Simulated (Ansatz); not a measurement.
Harmonic frequencies (cm⁻¹) at PBE0-D4/def2-TZVP from Ansatz: 98, 146, 196, 298, 299, 466, 666, 734, 759, 886, 2144, 3457.

Question: Which molecule is it?
A. `O=C=[N][AlH][F]`
B. `[NH2][AlH2]`
C. `[NH2][Al]([Br])[Br]`
D. `C#[C][Al]([F])[Cl]`

Answer: D.
